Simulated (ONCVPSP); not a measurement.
tungsten: one change to an ONCV potential, before and after

* Element: tungsten (W)
* Generator: ONCVPSP 4.0.1
* Type: optimised norm-conserving Vanderbilt (ONCV)
* Functional: PBEsol
* Relativity: fully relativistic
* Frozen core: [Kr] 4d10 4f14
* Valence charge: 14
* Reference configuration: 5s2 5p6 5d4 6s2
* Partial waves: 5s+6s: rc 1.70 bohr, ncon 3, nbas 6, qcut 5.8 1/bohr, 2 projectors; 5p: rc 1.90 bohr, ncon 3, nbas 6, qcut 7.6 1/bohr, 3 projectors, debl 3.3 Ha; 5d: rc 2.00 bohr, ncon 4, nbas 8, qcut 8.2 1/bohr, 2 projectors, debl 3 Ha
* Local potential: polynomial inside 1.40 bohr (lpopt 5, dvloc0 -1 Ha)
* Core correction: none

Open shells are filled in proportion to 2j + 1.

All-electron outer shells of the reference configuration (PBEsol, scalar-relativistic, ld1.x):

```csv
shell,level (eV),outermost node (bohr),outermost maximum (bohr)
5s,-79.11,0.53,0.96
5p,-43.22,0.57,1.09
4f,-33.24,–,0.43
6s,-5.75,1.28,2.64
5d,-4.51,0.63,1.49
```

Change: s: rc 1.84.

Cutoffs: the cutoffs (Ha) at which the residual kinetic energy of the hardest occupied pseudo-wave falls to 1 and 0.1 mHa per electron; they do not see the model core or the augmentation charge, which bear on the density cutoff. Errors are all-electron minus pseudo energies relative to the spin-unpolarised reference configuration.

Q: Predict the effect on cutoff, ghosts and configuration errors.

A: The potential gets neither clearly harder nor softer (16 Ha and 20 Ha → 16 Ha and 20 Ha); of the 4 tests that both files solve, the error grows in 2 and shrinks in 0 by more than 15 % and 0.3 meV (median size 1.5 → 2.3 meV); neither file shows a bound ghost.

| quantity | base | changed |
| --- | --- | --- |
| cutoff, loose | 16 Ha | 16 Ha |
| cutoff, tight | 20 Ha | 20 Ha |
| loose cutoff by channel | s 13 Ha, p 13 Ha, d 16 Ha | s 12 Ha, p 13 Ha, d 16 Ha |
| bound ghosts | none | none |
| GHOST(+) flags under 300 eV | s at 143.9 eV | s at 121.9 eV |
| error for 5s2 5p6 5d4 6s1, meV [ΔE 8.93 eV] | -0.7 | -0.9 |
| error for 5s2 5p6 5d4 6s0, meV [ΔE 24.63 eV] | -2.4 | -3.7 |
| error for 5s2 5p6 5d3 6s0, meV [ΔE 50.02 eV] | -3.0 | -4.2 |
| error for 5s2 5p6 5d4 6s1.5, meV [ΔE 3.65 eV] | -0.1 | -0.1 |
| p3/2: phases at 1.93 bohr within 0.05 rad from the reference energy up to (Ha; the scan ends near 5) | to the end of the scan | to the end of the scan |
| p1/2: phases at 1.93 bohr within 0.05 rad from the reference energy up to (Ha; the scan ends near 5) | to the end of the scan | to the end of the scan |
| d5/2: phases at 2.02 bohr within 0.05 rad from the reference energy up to (Ha; the scan ends near 5) | to the end of the scan | to the end of the scan |
| d3/2: phases at 2.02 bohr within 0.05 rad from the reference energy up to (Ha; the scan ends near 5) | to the end of the scan | to the end of the scan |
